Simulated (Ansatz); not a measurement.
Reaction (substitution at a C–Ge bond): `[CH3][GeH]([OH])[F]` + `CC(N)O` → `CNC(C)O` + `[OH][GeH2][F]`

Computed with Ansatz on PBE0-D4/def2-TZVP structures; ΔE is electronic, products minus reactants. CCSD(T)/CBS adds triple-zeta CCSD(T) − MP2 to the extrapolated MP2 energy (def2 sets, frozen cores). DFT in def2-TZVPP. B3LYP here is the variant with VWN-RPA as its local correlation; programs differ in this. For Ge outer-core shells are correlated without core-valence functions, which leaves a few kJ/mol of doubt a bond. Scalar relativity is left out up to krypton. Each species was taken in one conformer, which may not be the lowest.

`[CH3][GeH]([OH])[F]`:

```xyz
9

C     0.249   -0.986   -0.854
Ge   -0.352    0.525    0.171
O     0.877    0.836    1.401
F    -1.808    0.073    1.018
H     0.464   -1.811   -0.174
H     1.156   -0.731   -1.403
H    -0.523   -1.294   -1.560
H    -0.728    1.815   -0.577
H     0.665    1.573    1.978
```

`CC(N)O`:

```xyz
11

C    -0.435   -0.190   -1.197
C    -0.261    0.020    0.288
N     0.737    1.020    0.538
O     0.033   -1.264    0.834
H    -1.200   -0.943   -1.387
H    -0.718    0.746   -1.680
H     0.504   -0.542   -1.633
H    -1.200    0.390    0.723
H     1.641    0.710    0.202
H     0.821    1.235    1.524
H     0.080   -1.182    1.790
```

`CNC(C)O`:

```xyz
14

C    -0.441   -0.659   -1.538
N    -0.569    0.494   -0.671
C     0.428    0.597    0.374
C     0.354   -0.576    1.330
O     0.237    1.822    1.035
H    -1.124   -0.550   -2.382
H     0.575   -0.806   -1.939
H    -0.726   -1.570   -1.008
H    -0.512    1.343   -1.220
H     1.451    0.663   -0.034
H     1.032   -0.399    2.165
H     0.642   -1.513    0.849
H    -0.665   -0.683    1.713
H    -0.682    1.835    1.325
```

`[OH][GeH2][F]`:

Cartesian coordinates in Å:
```
O -1.273 -0.397 0.342
Ge 0.379 0.172 0.128
F 1.225 -1.013 -0.821
H -1.781 -0.418 -0.472
H 0.442 1.464 -0.696
H 1.008 0.193 1.519
```

```json
{"level": "PBE-D4", "ΔE (kJ/mol)": "78.3", "difference from CCSD(T)/CBS": "-5.5"}
{"level": "ωB97M-V", "ΔE (kJ/mol)": "80.3", "difference from CCSD(T)/CBS": "-3.5"}
{"level": "B3LYP", "ΔE (kJ/mol)": "80.1", "difference from CCSD(T)/CBS": "-3.7"}
{"level": "HF/def2-TZVPP", "ΔE (kJ/mol)": "76.4", "difference from CCSD(T)/CBS": "-7.4"}
{"level": "MP2/def2-TZVPP", "ΔE (kJ/mol)": "84.5", "difference from CCSD(T)/CBS": "0.7"}
{"level": "SCS-MP2/def2-TZVPP", "ΔE (kJ/mol)": "80.3", "difference from CCSD(T)/CBS": "-3.5"}
{"level": "HF/def2-QZVPP", "ΔE (kJ/mol)": "75.5", "difference from CCSD(T)/CBS": "-8.3"}
{"level": "SCS-MP2/def2-QZVPP", "ΔE (kJ/mol)": "81.9", "difference from CCSD(T)/CBS": "-1.9"}
{"level": "MP2/CBS(def2)", "ΔE (kJ/mol)": "87.9", "difference from CCSD(T)/CBS": "4.1"}
{"level": "CCSD/CBS(def2)", "ΔE (kJ/mol)": "84.1", "difference from CCSD(T)/CBS": "0.3"}
{"level": "CCSD(T)/CBS", "ΔE (kJ/mol)": "83.8", "difference from CCSD(T)/CBS": "0"}
```

Largest T1 diagnostic among the species: 0.012.

In def2-TZVPP, CCSD(T) changes the Hartree–Fock value by +4.1 kJ/mol (the triples alone add −0.2 kJ/mol) and MP2 by +8.1 kJ/mol.
